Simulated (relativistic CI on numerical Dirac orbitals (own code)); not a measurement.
**d1 to d9 in one octahedral field**

Computed with a parametric ligand-field model without spin-orbit coupling, by exact diagonalisation: B = 420, C = 1700, 10Dq = 23600 cm⁻¹ (Oh; |10Dq|/B = 56.2) for every shell. Energies in cm⁻¹; the field energy is (0.6 n_e − 0.4 n_t2) × 10Dq of the ground term; g labels are left out. So small a B with so large a field is typical of 4d and 5d ions, where spin-orbit coupling, left out here, reaches 1,000 to 4,000 cm⁻¹.

```csv
Shell,Ground term,Electrons in e,Field energy,First spin-allowed bands,Lowest term of other spin
d1,2T2,0.000,-9440,2E 23600,
d2,3T1,0.008,-18685,"3T2 22570, 3T1 27840",1T2 6059
d3,4A2,0.000,-28320,"4T2 23600, 4T1 28325",2E 8442
d4,3T1,0.013,-37456,"3E 21917, 3T1 22334",1T2 5215
d5,?,?,?,?,?
d6,1A1,0.019,-56199,"1T1 22326, 1T2 28379",3T1 18738
d7,2E,1.012,-42190,"2T1 22230, 2T2 22654",4T1 15253
d8,3A2,2.000,-28320,"3T2 23600, 3T1 28325",1E 6716
d9,2E,3.000,-14160,2T2 23600,
```

Problem. Fill in the row of d5.

Solution. Ground term: 2T2; Electrons in e: 0.025; Field energy: -46616; First spin-allowed bands: 2A2 21288, 2T1 21439; Lowest term of other spin: 4T1 15325. Low spin: d4, d5, d6, d7; the other shells keep the spin of the free ion. Only d4 to d7 can choose; the field needed to pair spins is smallest for d6 and largest for d5, which loses most exchange energy. In the strong-field picture 10Dq must exceed about 6B + 5C = 11020 (d4), 7.5B + 5C = 11650 (d5), 2.5B + 4C = 7850 (d6) and 4B + 4C = 8480 (d7); mixing of terms shifts these bounds somewhat.
